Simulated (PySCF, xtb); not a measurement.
SnOBr2, SMILES [Sn](=[O])([Br])[Br].

Harmonic wavenumbers (cm⁻¹) from GFN2-xTB in xtb 6.7.1 at its own minimum, in rising order: 62, 74, 122, 193, 250, 687.

Problem. What does PBE-D3(BJ)/def2-SVP (PySCF) give at its own minimum? (The exact figures need the calculation; the answer reports its results.)

Solution. 73, 108, 130, 235, 259, 786. Paired by order, the mean absolute difference is 34 cm⁻¹ and the zero-point energies are 2.0 and 2.3 kcal/mol.
